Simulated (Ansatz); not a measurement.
Reaction (ligand exchange at a B–C bond): `COB(C)F` + H₂S → `COB(F)S` + CH₄

Computed with Ansatz on PBE0-D4/def2-TZVP structures; ΔE is electronic, products minus reactants. CCSD(T)/CBS adds triple-zeta CCSD(T) − MP2 to the extrapolated MP2 energy (def2 sets, frozen cores). This one scheme is used for every species. DFT in def2-TZVPP. B3LYP here is the variant with VWN-RPA as its local correlation; programs differ in this. Each species was taken in one conformer, which may not be the lowest.

| level | ΔE (kJ/mol) | difference from CCSD(T)/CBS |
| --- | --- | --- |
| PBE-D4 | -62.9 | -4.5 |
| r2SCAN-D4 | -64.1 | -5.7 |
| PBE0-D4 | -61.3 | -2.9 |
| B3LYP-D4 | -61.3 | -2.9 |
| ωB97X-V | -58.9 | -0.5 |
| ωB97M-V | -57.6 | 0.8 |
| B2PLYP | -61.6 | -3.2 |
| PBE | -62.6 | -4.2 |
| r2SCAN | -64.1 | -5.7 |
| PBE0 | -61.0 | -2.6 |
| B3LYP | -60.6 | -2.2 |
| HF/def2-TZVPP | -58.5 | -0.1 |
| MP2/def2-TZVPP | -63.0 | -4.6 |
| SCS-MP2/def2-TZVPP | -61.4 | -3.0 |
| CCSD/def2-TZVPP | -56.7 | 1.7 |
| CCSD(T)/def2-TZVPP | -58.6 | -0.2 |
| HF/def2-QZVPP | -57.6 | 0.8 |
| MP2/def2-QZVPP | -62.5 | -4.1 |
| SCS-MP2/def2-QZVPP | -60.9 | -2.5 |
| HF/CBS(def2) | -57.5 | 0.9 |
| MP2/CBS(def2) | -62.7 | -4.3 |
| CCSD/CBS(def2) | -56.4 | 2.0 |
| CCSD(T)/CBS | -58.4 | 0 |

Largest T1 diagnostic among the species: 0.012.
